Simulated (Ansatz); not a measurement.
Calculated with Ansatz (gas phase, PBE0-D4/def2-TZVP geometries, no zero-point term in ΔE). CCSD(T)/CBS adds triple-zeta CCSD(T) − MP2 to the extrapolated MP2 energy (def2 sets, frozen cores). Functionals use def2-TZVPP. B3LYP here is the variant with VWN-RPA as its local correlation; programs differ in this. For Zn outer-core shells are correlated without core-valence functions, which leaves a few kJ/mol of doubt a bond. Scalar relativity is left out up to krypton. Each species was taken in one conformer, which may not be the lowest.

Consider the formal exchange of groups at the Si–C bond: `C=C(S)[SiH2]Cl` + `C=C[NH][Zn][CH3]` → `[CH3][Zn][SiH2]Cl` + `C=CNC(=C)S`.

`C=C(S)[SiH2]Cl`:

```xyz
10

C     1.352   -0.296   -0.431
C     0.174    0.302   -0.238
S    -0.302    1.847   -0.905
Si   -1.066   -0.527    0.880
Cl   -2.843   -0.820   -0.108
H     1.562   -1.261    0.017
H     2.142    0.145   -1.032
H     0.858    2.138   -1.522
H    -0.514   -1.842    1.277
H    -1.363    0.315    2.062
```

`C=C[NH][Zn][CH3]`:

Cartesian coordinates in Å:
```
C 1.692 0.947 -1.135
C 1.127 -0.158 -1.635
N 0.091 -0.876 -1.091
Zn -0.771 -0.469 0.479
C -1.697 -0.072 2.117
H 2.507 1.431 -1.653
H 1.360 1.396 -0.202
H 1.514 -0.550 -2.575
H -0.171 -1.676 -1.642
H -2.639 -0.622 2.175
H -1.090 -0.344 2.983
H -1.924 0.994 2.179
```

`[CH3][Zn][SiH2]Cl`:

```xyz
9

C     0.507   -0.260   -2.150
Zn    0.127    0.036   -0.262
Si   -0.375    0.359    2.045
Cl   -1.868   -0.992    2.585
H     1.578   -0.401   -2.314
H     0.180    0.592   -2.751
H    -0.012   -1.150   -2.514
H     0.762    0.107    2.974
H    -0.901    1.710    2.387
```

`C=CNC(=C)S`:

```xyz
13

C     1.546    0.673    1.823
C     0.844   -0.081    0.978
N    -0.032    0.400    0.031
C    -0.717   -0.323   -0.925
C    -1.139    0.207   -2.078
S    -1.011   -2.035   -0.618
H     1.480    1.756    1.826
H     2.212    0.208    2.534
H     0.930   -1.161    0.987
H    -0.049    1.399   -0.103
H    -0.846    1.210   -2.370
H    -1.786   -0.350   -2.737
H    -1.433   -1.902    0.653
```

CCSD(T)/CBS gives +59.2 kJ/mol.

Q: Another level gave +47.6 kJ/mol. Which?
A. ωB97X-V/def2-TZVPP
B. PBE0/def2-TZVPP
C. MP2/def2-TZVPP
D. B3LYP/def2-TZVPP

A: A. ωB97X-V 47.6, B3LYP 40.3, MP2/def2-TZVPP 66.8, PBE0 32.4 kJ/mol.

Largest T1 diagnostic among the species: 0.014.

The D4 term adds +4.2 kJ/mol with B3LYP and +2.2 kJ/mol with PBE0; it sums over pairs of atoms, weighted by their polarisabilities, and B3LYP, whose exchange is more repulsive, gets the larger term. From PBE to PBE0 (25 % exact exchange), in def2-TZVPP and without D4, ΔE moves by +3.8 kJ/mol.
